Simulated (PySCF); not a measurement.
From computed data to an observable: entropy of an ideal gas

H2INSn, SMILES [NH2][Sn][I] (connectivity only; charge and spin as stated), neutral, multiplicity 1.

Coordinates come from a PBE0-D3(BJ)/def2-SVP optimisation. The def2 effective core potentials stand for the cores of I, Sn; spin–orbit coupling is left out. Other conformers were not sampled.

PBE0-D3(BJ)/def2-SVP in PySCF gives the harmonic wavenumbers 138, 187, 379, 450, 612, 645, 1498, 3573, 3695 cm⁻¹ and the rotational temperatures 0.3989, 0.0471, 0.0421 K. The molar mass is 261.64 g/mol, the symmetry number 1, the spin multiplicity 1.

Task: Work out the entropy at 298.15 K and 1 atm in the rigid-rotor, harmonic-oscillator model.

Result: 
Translation (Sackur–Tetrode at 1 atm): S = R[1.5 ln M + 2.5 ln T − 1.16487] = 178.2 J/(mol K).
Rotation: q = (√π/σ) T^1.5/√(θA θB θC) = 324000, S = R[ln q + 3/2] = 118.0 J/(mol K).
Vibration: with u = 1.4388 ν/T, each mode gives R[u/(e^u − 1) − ln(1 − e^−u)]:
```tsv
ν (cm⁻¹)	modes	u	S (J/(mol K))
138	1	0.67	11.85
187	1	0.90	9.44
379	1	1.83	4.36
450	1	2.17	3.33
612	1	2.95	1.80
645	1	3.11	1.58
1498	1	7.23	0.05
```
The stiffer modes add less than 0.005 each. Sum 32.4 J/(mol K).
Spin: R ln 1 = 0.0 J/(mol K).
Total 328.6 J/(mol K); the program's own thermochemistry gives 328.6. Translation makes up 54 % and vibration 10 %. Anharmonicity, hindered rotation and orbital degeneracy are left out.
